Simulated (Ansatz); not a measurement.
Steps of a relaxation of CH6FNSSi, SMILES `CS[SiH](N)F` with RKS PBE0-D4/def2-TZVP.

```sh
$ ansatz run in.yaml --threads 4 --pin off --events-out ev --progress --plain --max-ram 10444MiB
```

```yaml
crystal:
  periodic: [false, false, false]
  atoms:
    - {symbol: C, position_ang: [-2.125906, 0.254355, 0.249546]}
    - {symbol: S, position_ang: [-0.814993, -1.034660, 0.355804]}
    - {symbol: Si, position_ang: [0.947936, 0.160020, 0.161947]}
    - {symbol: N, position_ang: [2.143549, -0.897509, -0.458390]}
    - {symbol: F, position_ang: [0.532261, 1.431105, -0.808468]}
    - {symbol: H, position_ang: [-2.218368, 0.808770, 1.203402]}
    - {symbol: H, position_ang: [-3.074869, -0.277661, 0.050444]}
    - {symbol: H, position_ang: [-1.914819, 0.958443, -0.575785]}
    - {symbol: H, position_ang: [1.497461, 0.797336, 1.400286]}
    - {symbol: H, position_ang: [3.140476, -0.719975, -0.326833]}
    - {symbol: H, position_ang: [1.952873, -1.537325, -1.231354]}
basis:
  gaussian: {orbitals: def2-TZVP}
hamiltonian: {xc: pbe0, dispersion: d4}
relax: {f_tol: 0.005, max_steps: 150}
```

Positions (Å) and forces (eV/Å) along the path, 10 of 10 steps:

```xyz
11
step=1 energy=-24048.6323 eV
C    -2.126    0.254    0.250   -0.125    0.136    0.016
S    -0.815   -1.035    0.356    0.042    0.614   -0.056
Si    0.948    0.160    0.162   -0.089    0.367   -0.729
N     2.144   -0.898   -0.458    0.037    0.165   -0.139
F     0.532    1.431   -0.808    0.375   -1.000    0.771
H    -2.218    0.809    1.203    0.080   -0.317   -0.489
H    -3.075   -0.278    0.050    0.489    0.247    0.090
H    -1.915    0.958   -0.576   -0.111   -0.400    0.422
H     1.497    0.797    1.400   -0.166   -0.136   -0.293
H     3.140   -0.720   -0.327   -0.651   -0.107   -0.100
H     1.953   -1.537   -1.231    0.120    0.431    0.505
11
step=2 energy=-24048.6980 eV
C    -2.120    0.259    0.253    0.052   -0.022    0.030
S    -0.816   -1.021    0.340   -0.083    0.170   -0.056
Si    0.935    0.147    0.146    0.042    0.457   -0.471
N     2.139   -0.894   -0.453   -0.141    0.137   -0.022
F     0.555    1.416   -0.811    0.189   -0.665    0.459
H    -2.186    0.811    1.196    0.013   -0.086   -0.153
H    -3.061   -0.270    0.079    0.142    0.078    0.026
H    -1.928    0.947   -0.574   -0.041   -0.105    0.122
H     1.456    0.775    1.383   -0.042   -0.029   -0.052
H     3.122   -0.709   -0.309   -0.164   -0.025   -0.016
H     1.968   -1.516   -1.229    0.032    0.091    0.133
11
step=3 energy=-24048.7146 eV
C    -2.101    0.259    0.252    0.049   -0.095    0.010
S    -0.809   -1.021    0.317   -0.068   -0.019    0.027
Si    0.931    0.154    0.146   -0.017    0.026   -0.135
N     2.123   -0.885   -0.449   -0.006    0.065    0.031
F     0.548    1.387   -0.811    0.052   -0.008    0.040
H    -2.165    0.792    1.197   -0.011    0.038    0.045
H    -3.037   -0.264    0.072   -0.061   -0.003    0.001
H    -1.912    0.953   -0.561   -0.004    0.038   -0.039
H     1.438    0.786    1.381    0.006    0.010    0.035
H     3.102   -0.701   -0.313    0.069   -0.012    0.012
H     1.948   -1.517   -1.210   -0.008   -0.039   -0.027
11
step=4 energy=-24048.7170 eV
C    -2.113    0.258    0.258    0.046   -0.020    0.003
S    -0.817   -1.017    0.299   -0.012   -0.012   -0.021
Si    0.933    0.154    0.128    0.020    0.004    0.049
N     2.134   -0.883   -0.451   -0.002    0.011   -0.024
F     0.577    1.397   -0.823   -0.026    0.019   -0.032
H    -2.160    0.796    1.203   -0.003    0.014    0.009
H    -3.055   -0.265    0.098   -0.008   -0.003    0.004
H    -1.944    0.953   -0.562   -0.010    0.014   -0.011
H     1.427    0.776    1.374   -0.005    0.003    0.016
H     3.112   -0.709   -0.288   -0.014   -0.015    0.002
H     1.971   -1.516   -1.216    0.014   -0.015    0.005
11
step=5 energy=-24048.7176 eV
C    -2.110    0.258    0.257    0.011   -0.008    0.002
S    -0.818   -1.021    0.290    0.002    0.004   -0.023
Si    0.930    0.153    0.125    0.014   -0.012    0.047
N     2.135   -0.881   -0.453   -0.002    0.016   -0.021
F     0.573    1.397   -0.824   -0.013    0.009   -0.020
H    -2.145    0.800    1.202   -0.001    0.005   -0.003
H    -3.056   -0.262    0.110    0.002    0.004    0.007
H    -1.948    0.950   -0.566   -0.006    0.000    0.002
H     1.417    0.773    1.377   -0.004    0.002   -0.001
H     3.112   -0.710   -0.281   -0.016   -0.014   -0.001
H     1.976   -1.516   -1.217    0.012   -0.006    0.011
11
step=6 energy=-24048.7185 eV
C    -2.107    0.259    0.256   -0.062    0.035   -0.001
S    -0.823   -1.027    0.245    0.013    0.010   -0.002
Si    0.926    0.152    0.117   -0.014   -0.029    0.022
N     2.141   -0.872   -0.456    0.018    0.019   -0.003
F     0.572    1.401   -0.827    0.014    0.008    0.000
H    -2.098    0.814    1.196    0.002   -0.027   -0.052
H    -3.065   -0.255    0.160    0.061    0.021    0.015
H    -1.982    0.942   -0.583    0.004   -0.031    0.041
H     1.391    0.762    1.383   -0.007   -0.006   -0.028
H     3.115   -0.718   -0.253   -0.034   -0.011   -0.007
H     1.995   -1.514   -1.217    0.006    0.012    0.015
11
step=7 energy=-24048.7188 eV
C    -2.106    0.259    0.256   -0.049    0.018   -0.001
S    -0.825   -1.030    0.235    0.012    0.013   -0.004
Si    0.923    0.151    0.115   -0.001   -0.025    0.021
N     2.141   -0.870   -0.457    0.014    0.011   -0.005
F     0.575    1.404   -0.826    0.003    0.002   -0.002
H    -2.083    0.819    1.191    0.001   -0.014   -0.029
H    -3.064   -0.254    0.175    0.035    0.013    0.009
H    -1.990    0.936   -0.589    0.003   -0.016    0.023
H     1.383    0.757    1.384   -0.005    0.000   -0.012
H     3.113   -0.719   -0.245   -0.017   -0.006   -0.005
H     1.999   -1.511   -1.219    0.004    0.004    0.006
11
step=8 energy=-24048.7190 eV
C    -2.108    0.260    0.254   -0.004    0.002   -0.001
S    -0.827   -1.029    0.223   -0.003   -0.016    0.001
Si    0.923    0.148    0.115   -0.005    0.008    0.003
N     2.143   -0.868   -0.457   -0.008    0.003   -0.003
F     0.579    1.406   -0.822    0.003    0.002   -0.004
H    -2.068    0.829    1.183    0.001    0.002   -0.001
H    -3.066   -0.254    0.197    0.004   -0.001    0.002
H    -2.006    0.929   -0.598    0.001    0.003   -0.001
H     1.376    0.750    1.387    0.004    0.001    0.005
H     3.113   -0.721   -0.238    0.007    0.000    0.003
H     2.006   -1.507   -1.222    0.001   -0.003   -0.004
11
step=9 energy=-24048.7191 eV
C    -2.107    0.260    0.253   -0.004    0.000   -0.001
S    -0.827   -1.030    0.221    0.000   -0.003    0.001
Si    0.921    0.148    0.116    0.000    0.004    0.000
N     2.143   -0.867   -0.458   -0.001    0.000   -0.002
F     0.579    1.407   -0.819    0.000   -0.002   -0.001
H    -2.061    0.834    1.178    0.000    0.001    0.000
H    -3.066   -0.254    0.204    0.001    0.000    0.001
H    -2.009    0.924   -0.603    0.000    0.001    0.000
H     1.374    0.747    1.389    0.001    0.000    0.003
H     3.113   -0.722   -0.236    0.002    0.000    0.001
H     2.007   -1.504   -1.224    0.001   -0.001   -0.001
11
step=10 energy=-24048.7191 eV
C    -2.107    0.260    0.252   -0.001    0.000    0.000
S    -0.828   -1.031    0.221    0.000    0.001   -0.001
Si    0.921    0.147    0.116    0.000    0.003    0.001
N     2.143   -0.866   -0.459    0.001    0.000   -0.001
F     0.578    1.408   -0.817    0.000   -0.003    0.000
H    -2.059    0.837    1.175    0.000    0.000   -0.001
H    -3.066   -0.254    0.208    0.001    0.001    0.000
H    -2.012    0.921   -0.607    0.000   -0.001    0.001
H     1.374    0.745    1.391    0.001   -0.001    0.000
H     3.113   -0.723   -0.235   -0.001    0.000    0.000
H     2.007   -1.503   -1.226    0.000    0.000    0.000
```

It took 40 s on 4 threads of an Arm Neoverse V1 on a shared host, with 0.55 GiB of host memory at the peak.
